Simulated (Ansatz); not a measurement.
Correlation energies of CH$_{6}$BFSSi, SMILES `C[SiH](F)BS` by basis set

```xyz
11

C    -0.766   -0.496    1.219
Si   -0.626   -0.301   -0.629
F    -0.906   -1.738   -1.301
B     1.154    0.391   -1.246
S     2.183    1.443   -0.276
H    -0.692    0.475    1.717
H     0.018   -1.145    1.615
H    -1.735   -0.927    1.483
H    -1.699    0.617   -1.112
H     1.608    0.161   -2.327
H     1.461    1.520    0.858
```

Charge 0, multiplicity 1. The structure was optimised at the PBE0-D4/def2-TZVP level. It is one conformer, not always the lowest. Frozen core, restricted reference, Ansatz 0.2.0. CBS rows extrapolate triple and quadruple zeta; past MP2 they add the triple-zeta difference.

```
     basis     HF (Eh)  MP2 corr.
  def2-SVP  -851.68845   -0.64037
def2-TZVPP  -852.13473   -0.82441
def2-QZVPP  -852.16281   -0.89146
```

Task: Estimate the CCSD correlation energy and the (T) correction in each basis where they were run (hartree).

Result: 
```
     basis  CCSD corr.       (T)
  def2-SVP    -0.69988  -0.01819
def2-TZVPP    -0.87963  -0.03336
 CBS(def2)    -0.99635     as TZ
```
